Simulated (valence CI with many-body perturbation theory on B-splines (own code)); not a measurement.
# Kr XXII: electric-dipole lines

Method: valence CI with perturbative core correlation (CI+MBPT): five valence electrons over a frozen Dirac-Fock core [Ne], radial functions for each j: 9 s, 9 p, 8 d, 6 f, 3 g, 1 h, with the one-electron correlation potential Σ1 (screened to all orders), the two-electron term Σ2, the three-electron term Σ3, Breit, model QED; selected single and double excitations, second order for the rest (own B-spline code, finite nucleus).

No measured levels were compared; by estimate levels of excited configurations hold to 0.05 to 0.15 % of their energy, terms of the ground configuration to about 0.5 %. Among the levels kept, up to 460 cm⁻¹ of a level comes from second order outside the variational space, and about a tenth of that is noise between levels of different J, which matters for small intervals.

Lines 51 to 100 of 172 in falling wavelength, among levels below 150.39 eV, chosen from the strongest by gf and those to the six lowest levels. Wavelengths and rates use the calculated energies, so an error of 400 cm⁻¹ moves a line at 186.6 Å by 0.075 % and its rate by three times that or more. Electric multipoles are in the length gauge, E1 and E2 with the static RPA response of the core. Weak lines are less certain than strong ones. Lines between different terms over intervals too small for the method are left out, as are lines whose strength nearly cancels. The highest levels of a list are the least certain.

Names give the largest LS component (configuration and term), which can be under half, so a name can repeat, a term be missing and a line seem to break the LS rules; names also repeat where a configuration has a term twice. Letters in brackets count levels of one name in rising energy.

| λ vac (Å) | Upper | Lower | A (s⁻¹) | log gf | Branch % |
| --- | --- | --- | --- | --- | --- |
| 186.6 | 3p⁵ ²P°_3/2 | 3s3p⁴ ²D_3/2 | 4.15e+09 | -1.06 | 20.0 |
| 179.7 | 3s²3p²3d ²F_5/2 [a] | 3s²3p³ ²P°_3/2 | 8.81e+05 | -4.59 | 0.1 |
| 179.4 | 3s3p⁴ ²D_5/2 | 3s²3p³ ²D°_5/2 | 6.53e+09 | -0.72 | 80.2 |
| 178.3 | 3s²3p²3d ⁴F_3/2 [a] | 3s²3p³ ²P°_1/2 | 9.38e+08 | -1.75 | 12.0 |
| 178.1 | 3s3p⁴ ²D_3/2 | 3s²3p³ ²D°_3/2 | 8.86e+09 | -0.77 | 87.2 |
| 176.9 | 3s3p⁴ ⁴P_3/2 | 3s²3p³ ⁴S°_3/2 | 6.23e+09 | -0.93 | 93.3 |
| 175.7 | 3s²3p²3d ⁴D_1/2 | 3s²3p³ ²P°_3/2 | 1.31e+09 | -1.92 | 15.2 |
| 174.1 | 3s3p³3d ⁶D°_3/2 | 3s3p⁴ ⁴P_1/2 | 1.10e+08 | -2.70 | 11.2 |
| 173.8 | 3s²3p²3d ⁴F_3/2 [b] | 3s²3p³ ²P°_1/2 | 2.37e+08 | -2.37 | 1.9 |
| 173.8 | 3s3p⁴ ²S_1/2 | 3s²3p³ ²P°_1/2 | 7.30e+09 | -1.18 | 28.2 |
| 173.1 | 3s3p⁴ ⁴P_1/2 | 3s²3p³ ⁴S°_3/2 | 6.70e+09 | -1.22 | 89.4 |
| 170.8 | 3s3p³3d ⁶D°_1/2 | 3s3p⁴ ⁴P_3/2 | 3.99e+08 | -2.46 | 56.9 |
| 170.8 | 3s²3p²3d ⁴D_3/2 | 3s²3p³ ²P°_3/2 | 3.33e+08 | -2.23 | 2.5 |
| 170.5 | 3s3p⁴ ²D_5/2 | 3s²3p³ ²D°_3/2 | 2.39e+07 | -3.20 | 0.3 |
| 170.4 | 3s3p³3d ⁶D°_3/2 | 3s3p⁴ ⁴P_3/2 | 1.32e+08 | -2.64 | 13.4 |
| 164.8 | 3s²3p²3d ²P_1/2 [a] | 3s²3p³ ²P°_3/2 | 1.30e+10 | -0.98 | 70.5 |
| 164.7 | 3s²3p²3d ⁴F_3/2 [a] | 3s²3p³ ²D°_5/2 | 4.40e+09 | -1.15 | 56.5 |
| 164.5 | 3s²3p²3d ⁴D_5/2 | 3s²3p³ ²P°_3/2 | 1.62e+08 | -2.40 | 1.5 |
| 163.9 | 3p⁵ ²P°_3/2 | 3s3p⁴ ⁴P_3/2 | 8.38e+08 | -1.87 | 4.0 |
| 160.9 | 3s²3p²3d ⁴F_3/2 [b] | 3s²3p³ ²D°_5/2 | 8.01e+09 | -0.91 | 65.9 |
| 158.0 | 3s²3p²3d ⁴D_1/2 | 3s²3p³ ²P°_1/2 | 3.25e+09 | -1.61 | 37.7 |
| 157.3 | 3s²3p²3d ⁴F_5/2 | 3s²3p³ ²D°_5/2 | 5.17e+08 | -1.94 | 12.6 |
| 157.2 | 3s²3p²3d ⁴F_3/2 [a] | 3s²3p³ ²D°_3/2 | 1.01e+09 | -1.83 | 12.9 |
| 156.7 | 3s3p³3d ⁶D°_3/2 | 3s3p⁴ ⁴P_5/2 | 3.19e+08 | -2.33 | 32.5 |
| 156.3 | 3s3p⁴ ²D_3/2 | 3s²3p³ ⁴S°_3/2 | 5.64e+08 | -2.08 | 5.6 |
| 156.3 | 3s3p³3d ⁶D°_5/2 | 3s3p⁴ ⁴P_5/2 | 4.54e+08 | -2.00 | 56.6 |
| 155.6 | 3s3p³3d ⁶D°_7/2 | 3s3p⁴ ⁴P_5/2 | 9.75e+07 | -2.55 | 21.7 |
| 154.0 | 3s²3p²3d ⁴D_3/2 | 3s²3p³ ²P°_1/2 | 4.71e+08 | -2.17 | 3.5 |
| 153.8 | 3s²3p²3d ⁴F_3/2 [b] | 3s²3p³ ²D°_3/2 | 1.70e+09 | -1.62 | 14.0 |
| 153.7 | 3s3p⁴ ²S_1/2 | 3s²3p³ ²D°_3/2 | 1.48e+10 | -0.98 | 57.2 |
| 151.2 | 3p⁵ ²P°_3/2 | 3s3p⁴ ⁴P_5/2 | 1.62e+09 | -1.65 | 7.8 |
| 150.4 | 3s3p⁴ ²D_5/2 | 3s²3p³ ⁴S°_3/2 | 1.81e+08 | -2.43 | 2.2 |
| 150.4 | 3s²3p²3d ⁴F_5/2 | 3s²3p³ ²D°_3/2 | 3.71e+07 | -3.12 | 0.9 |
| 150.1 | 3s²3p²3d ²F_5/2 [a] | 3s²3p³ ²D°_5/2 | 9.22e+07 | -2.73 | 8.7 |
| 149.8 | 3s3p⁴ ²P_3/2 | 3s²3p³ ²P°_3/2 | 2.01e+09 | -1.57 | 1.3 |
| 149.2 | 3s²3p²3d ²P_1/2 [a] | 3s²3p³ ²P°_1/2 | 9.46e+08 | -2.20 | 5.1 |
| 148.0 | 3s²3p²3d ⁴F_7/2 | 3s²3p³ ²D°_5/2 | 2.18e+08 | -2.24 | 100.0 |
| 147.3 | 3s²3p²3d ⁴P_5/2 | 3s²3p³ ²P°_3/2 | 2.80e+06 | -4.26 | 0.0 |
| 145.2 | 3s²3p²3d ²F_7/2 [a] | 3s²3p³ ²D°_5/2 | 1.41e+08 | -2.45 | 100.0 |
| 144.6 | 3s²3p²3d ⁴P_3/2 | 3s²3p³ ²P°_3/2 | 1.30e+09 | -1.79 | 0.9 |
| 143.9 | 3s²3p²3d ²F_5/2 [a] | 3s²3p³ ²D°_3/2 | 2.67e+07 | -3.30 | 2.5 |
| 143.8 | 3s²3p²3d ⁴D_3/2 | 3s²3p³ ²D°_5/2 | 7.22e+09 | -1.05 | 54.3 |
| 143.3 | 3s²3p²3d ⁴P_1/2 | 3s²3p³ ²P°_3/2 | 3.62e+09 | -1.65 | 2.2 |
| 141.3 | 3s²3p²3d ⁴D_1/2 | 3s²3p³ ²D°_3/2 | 3.78e+09 | -1.65 | 43.8 |
| 140.0 | 3s²3p²3d ⁴F_3/2 [a] | 3s²3p³ ⁴S°_3/2 | 8.98e+08 | -1.98 | 11.5 |
| 139.5 | 3s²3p²3d ²D_3/2 [a] | 3s²3p³ ²P°_3/2 | 1.70e+07 | -3.70 | 0.0 |
| 139.3 | 3s²3p²3d ⁴D_5/2 | 3s²3p³ ²D°_5/2 | 2.08e+09 | -1.44 | 19.2 |
| 138.1 | 3s²3p²3d ⁴D_3/2 | 3s²3p³ ²D°_3/2 | 5.69e+08 | -2.19 | 4.3 |
| 137.3 | 3s²3p²3d ⁴F_3/2 [b] | 3s²3p³ ⁴S°_3/2 | 1.79e+09 | -1.69 | 14.8 |
| 137.2 | 3s3p⁴ ²S_1/2 | 3s²3p³ ⁴S°_3/2 | 3.58e+09 | -1.69 | 13.8 |

**Question.** How does gf follow from A for the line at 160.9 Å?

**Answer.** gf = 1.4992 × (2J+1)_upper × A / σ², with σ = 621365 cm⁻¹ and 2J+1 = 4: gf = 0.124.
